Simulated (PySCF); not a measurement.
CH6OSiSn, SMILES C[O][Sn][SiH3] (connectivity only; charge and spin as stated), neutral, multiplicity 1.

The structure is a stationary point at PBE-D3(BJ)/def2-SVP. The structure was generated by enumeration; whether it is a known compound was not checked. The def2 effective core potentials stand for the cores of Sn; spin–orbit coupling is left out. One conformer was computed; it need not be the lowest.

Level of theory: IEF-PCM-ωB97X/def2-SVP run with PySCF.

The values are the electrostatic part of the solvation free energy, E(continuum) − E(gas) at the gas-phase geometry, in a cavity of scaled van der Waals radii (PySCF's table); cavitation and dispersion terms are not included. A continuum can't describe solvent molecules that bind to the metal. In vacuum the orbital gap is 7.52 eV. The dipole moment in vacuum is 0.80 D.

Computed values in water (ε = 78.36), acetonitrile (ε = 35.69), acetone (ε = 20.49):
```csv
solvent,ε,ΔG(elec) (kcal/mol),dipole (D),gap (eV)
water,78.36,-3.9,1.24,7.72
acetonitrile,35.69,-3.8,1.23,7.72
acetone,20.49,-3.7,1.21,7.71
```
